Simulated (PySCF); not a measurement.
## Static response to an electric field

Compound: C₁₀H₁₅Cl.
SMILES with atom numbers: `[Cl:1][C@H:2]1[C@@H:3]2[CH2:4][C@H:5]3[CH2:6][C@@H:7]([CH2:8]2)[CH2:9][C@@H:10]1[CH2:11]3` (hydrogens: H12 on C2; H13 on C3; H14, H15 on C4; H16 on C5; H17, H18 on C6; H19 on C7; H20, H21 on C8; H22, H23 on C9; H24 on C10; H25, H26 on C11)

Geometry (PBE0-D3(BJ)/def2-SVP, Å), atoms numbered from 1 in this order:
```xyz
26
C10H15Cl angstrom
Cl    -2.9043   -3.1405    1.8805
C     -2.1990   -2.1597    0.5373
C     -2.1538   -0.6770    0.9059
C     -1.6841    0.0961   -0.3343
C     -0.2859   -0.3775   -0.7416
C      0.6905   -0.1426    0.4158
C      0.2243   -0.9196    1.6514
C     -1.1738   -0.4437    2.0587
C      0.1720   -2.4157    1.3254
C     -0.8014   -2.6576    0.1688
C     -0.3396   -1.8730   -1.0673
H     -2.8887   -2.3171   -0.3049
H     -3.1657   -0.3507    1.1940
H     -1.6735    1.1756   -0.1098
H     -2.3938   -0.0494   -1.1665
H      0.0486    0.1822   -1.6305
H      0.7526    0.9348    0.6452
H      1.7043   -0.4664    0.1247
H      0.9274   -0.7487    2.4832
H     -1.5180   -0.9829    2.9549
H     -1.1543    0.6294    2.3118
H     -0.1487   -2.9904    2.2080
H      1.1736   -2.7818    1.0444
H     -0.8563   -3.7326   -0.0647
H     -1.0241   -2.0552   -1.9132
H      0.6549   -2.2338   -1.3784
```

Level: B3LYP/def2-SVPD (PySCF), static field, nuclei fixed, core orbitals frozen in the response. The polarisability tensor in these axes (au):

```
x   119.87   6.62  -5.92
y     6.62 120.03  -5.70
z    -5.92  -5.70 117.85
```

Question: Give the principal values, the mean and the anisotropy Δα = √{½[(α1 − α2)² + (α2 − α3)² + (α1 − α3)²]}.

Answer: Principal values 112.84, 113.39 and 131.52 au; mean 119.25 au = 17.67 Å³ = 19.66 × 10⁻⁴⁰ C²·m²/J; Δα = 18.41 au (15 % of the mean).

Question: What is the dipole moment, and where does it point?

Answer: (1.25, 1.39, -1.46) D, 2.37 D in size, pointing from the negative to the positive side. Measured along this direction, the outermost atoms are Cl1 at the negative end and H16 at the positive end.

Question: Sum over states: ᾱ = Σ f/ω², ω in Eh. What share falls to these 10 lowest TDDFT singlets (eV, f)? 6.94, 0.0030; 6.98, 0.0025; 7.23, 0.0054; 7.25, 0.0033; 7.30, 0.0008; 7.44, 0.0041; 7.50, 0.0142; 7.79, 0.0084; 7.84, 0.0265; 7.90, 0.0300.

Answer: They add up to 1.24 au, 1.0 % of the 119.25 au; the largest single term is 0.36 au, from the state at 7.90 eV. Terms in order: 0.05, 0.04, 0.08, 0.05, 0.01, 0.05, 0.19, 0.10, 0.32, 0.36 au. Higher excitations give the rest. The strengths listed sum to 0.098.

Question: Find the Langevin capture rate constant for NO+ (29.998 u) meeting this molecule (170.086 u), k = 2.342 × 10⁻⁹ cm³/s × √(α in Å³ / reduced mass in u).

Answer: The reduced mass is 25.50 u, so k = 1.95 × 10⁻⁹ cm³/s. The formula leaves out the permanent dipole, which adds to the capture rate.

Question: Molar refractivity from α?

Answer: Lorentz–Lorenz: R = (4π/3)N_A α = 2.5225 cm³/(mol·Å³) × 17.67 Å³ = 44.6 cm³/mol, in the limit of long wavelengths.

Question: Traceless (Buckingham) quadrupole moment about the centre of nuclear charge: eigenvalues?

Answer: -7.72, 3.54, 4.19 D·Å. The values depend on the origin, since the dipole doesn't vanish. The electronic extent ⟨r²⟩ about the same centre is 1666 bohr², a root-mean-square distance of 2.25 Å for the 92 electrons.

Question: Orientational against electronic polarisability at 250 K (dilute gas, rigid molecules)?

Answer: In Gaussian units μ²/3kT = 54.24 Å³ against 17.67 Å³, a ratio of 3.07; the Debye molar polarisation (4π/3)N_A(α + μ²/3kT) is 181.4 cm³/mol, leaving out the vibrational part.

Isolated species at its PBE0-D3(BJ)/def2-SVP geometry, gas phase.

These values come from a run that also computed excited states. Hardware: 2 threads, AMD EPYC 9B45 (x86_64), shared host with 96 logical CPUs at a one-minute load of 10. Cost: 57 s wall, 2.2 min CPU (with the writing of density and orbital grids), 1.9 GiB resident at most.
